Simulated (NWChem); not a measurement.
System: CH4Cl2OSn; SMILES [CH3][Sn]([OH])([Cl])[Cl]

Excerpt of the output:

```
             Northwest Computational Chemistry Package (NWChem) 7.3.0
             --------------------------------------------------------

 CS  symmetry detected

                             Geometry "geometry" -> ""
                             -------------------------

 Output coordinates in angstroms (scale by  1.889725989 to convert to a.u.)

  No.       Tag          Charge          X              Y              Z
 ---- ---------------- ---------- -------------- -------------- --------------
    1 C                    6.0000    -1.74440800     1.50550978     0.00000000
    2 Sn                  50.0000    -0.26279931    -0.01244375     0.00000000
    3 O                    8.0000    -1.13966053    -1.77304490     0.00000000
    4 Cl                  17.0000     1.15316742     0.08902388    -1.86798134
    5 Cl                  17.0000     1.15316742     0.08902388     1.86798134
    6 H                    1.0000    -1.62196568     2.11962998     0.90125530
    7 H                    1.0000    -1.62196568     2.11962998    -0.90125530
    8 H                    1.0000    -2.72673529     1.01467050     0.00000000
    9 H                    1.0000    -0.51332819    -2.50725428     0.00000000

 Effective nuclear repulsion energy (a.u.)     761.4282491364

      Symmetry information
      --------------------

 Group name             Cs
 Group number              2
 Group order               2
 No. of unique centers     7

                                 NWChem DFT Module
                                 -----------------

 Summary of "ao basis" -> "ao basis" (spherical)
 ------------------------------------------------------------------------------
       Tag                 Description            Shells   Functions and Types
 ---------------- ------------------------------  ------  ---------------------
 C                          def2-svp                 6       14   3s2p1d
 Sn                         def2-svp                10       26   4s4p2d
 O                          def2-svp                 6       14   3s2p1d
 Cl                         def2-svp                 8       18   4s3p1d
 H                          def2-svp                 3        5   2s1p

      Symmetry analysis of basis
      --------------------------

        a'         69
        a"         41

            General Information
            -------------------
          SCF calculation type: DFT
          Wavefunction type:  closed shell.
          No. of atoms     :     9
          No. of electrons :    74
           Alpha electrons :    37
            Beta electrons :    37
          Charge           :     0
          Spin multiplicity:     1
          Use of symmetry is: on ; symmetry adaption is: on
          Maximum number of iterations: 150
          AO basis - number of functions:   110
                     number of shells:    50
          Convergence on energy requested:  1.00D-06
          Convergence on density requested:  1.00D-05
          Convergence on gradient requested:  5.00D-04

              XC Information
              --------------
                         B3LYP Method XC Potential
                     Hartree-Fock (Exact) Exchange  0.200
                        Slater Exchange Functional  0.800 local
                    Becke 1988 Exchange Functional  0.720 non-local
              Lee-Yang-Parr Correlation Functional  0.810
                  VWN I RPA Correlation Functional  0.190 local

             Grid Information
             ----------------
          Grid used for XC integration:  medium
          Radial quadrature: Mura-Knowles
          Angular quadrature: Lebedev.
          Tag              B.-S. Rad. Rad. Pts. Rad. Cut. Ang. Pts.
          ---              ---------- --------- --------- ---------
          C                   0.70       49          11.0       434
          Sn                  1.45      123           9.0       590
          O                   0.60       49          11.0       434
          Cl                  1.00       88          11.0       590
          H                   0.35       45          12.0       434
          Grid pruning is: on
          Number of quadrature shells:   444
          Spatial weights used:  Erf1

      Superposition of Atomic Density Guess
      -------------------------------------

 Sum of atomic energies:       -1282.05586184

      Non-variational initial energy
      ------------------------------

 Total energy =   -1247.434689
 1-e energy   =   -2643.097388
 2-e energy   =     973.633074
 HOMO         =      -0.375559
 LUMO         =      -0.039140

      Symmetry analysis of molecular orbitals - initial
      -------------------------------------------------

  Numbering of irreducible representations:

     1 a'          2 a"

  Orbital symmetries:

     1 a'          2 a"          3 a'          4 a'          5 a'
     6 a"          7 a'          8 a"          9 a'         10 a'
    11 a"         12 a"         13 a'         14 a'         15 a'
    16 a"         17 a'         18 a'         19 a"         20 a'
    21 a'         22 a"         23 a'         24 a'         25 a"
    26 a'         27 a'         28 a"         29 a'         30 a"
    31 a'         32 a'         33 a"         34 a'         35 a"
    36 a"         37 a'         38 a'         39 a'         40 a"
    41 a'         42 a'         43 a'         44 a"         45 a'
    46 a'         47 a"

     ---------------------------------------------
      Total Density - Mulliken Population Analysis
     ---------------------------------------------

[...]
```

Level: B3LYP/def2-SVP with def2 effective core potentials on Sn. Coordinates come from a PBE0/def2-SVP optimisation. Not confirmed as a minimum by frequencies. B3LYP is NWChem's, with the RPA form of VWN correlation. def2 effective core potentials on Sn; no spin-orbit coupling.

Which NWChem input produces such a log?

This is not unique; one that fits is the input that was run:
```
start job
memory heap 200 mb stack 900 mb global 1100 mb
geometry units angstroms noautoz
  C     -1.954842    -0.018455     1.275697
  Sn    -0.301721     0.018289    -0.052907
  O     -0.958221    -0.056108    -1.905493
  Cl     1.169086    -1.781837     0.264863
  Cl     1.011475     1.949613     0.170751
  H     -1.946925     0.900086     1.876211
  H     -1.868639    -0.900105     1.923512
  H     -2.869570    -0.074156     0.670665
  H     -0.248181    -0.042508    -2.558956
end
basis spherical
  C library def2-svp
  Sn library def2-svp
  O library def2-svp
  Cl library def2-svp
  H library def2-svp
end
ecp
  Sn library def2-ecp
end
dft
  xc b3lyp
  iterations 150
  mulliken
end
task dft energy
```
